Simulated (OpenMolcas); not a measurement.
# Mg+: terms and fine structure

```yaml
Program: OpenMolcas 26.06
Method: CASSCF
Basis: ANO-RCC-VQZP [6s5p3d2f1g]
Scalar_Hamiltonian: DKH2, point nucleus
Active_space: 1 electron in 8 orbitals (3s 3p 4s 4p)
State_averaging: 2S+1 = 2 even, 1 root; 2S+1 = 2 odd, 3 roots
Spin-orbit_coupling: state interaction with AMFI integrals over the reference wave functions, term energies averaged over their components
```

With spin-orbit coupling, above the lowest level:

| Configuration | Term | J | E (eV) | Measured (eV) | Term weight % |
| --- | --- | --- | --- | --- | --- |
| 3s | ²S | 1/2 | 0.0000 | 0.0000 | 100 |
| 3p | ²P° | 1/2 | 4.2880 | 4.4224 | 100 |
| 3p | ²P° | 3/2 | 4.2968 | 4.4338 | 100 |

Against the 2 measured excited levels shown (NIST Handbook of Basic Atomic Spectroscopic Data) the mean absolute deviation is 1100 cm-1; the largest miss in energy is 3p ²P°_3/2: computed 4.2968, measured 4.4338 eV (-3.1 %).

With one active electron outside closed inactive shells, the extra shells (4p 4s) add no correlation to the reference. ANO sets are built for ground and valence states and can reach diffuse excited orbitals poorly. With one active electron the reference holds no correlation, so core polarisation is missing. Measured partners are found by configuration, term and J. A level has none where our copy of the source lacks it or the pairing is in doubt (some pairs that miss far off the trend of their configuration count as doubtful), and it then counts in no deviation. Only configurations of the active space appear. The first state left out of the spin-orbit step lies near 97000 cm-1 above the lowest spin-free state of the reference (among the parities and spins computed), and the list stops at four fifths of that energy or lower.

The term weight is that of the spin-free term in the level, not the purity of its configuration. ° marks odd parity.
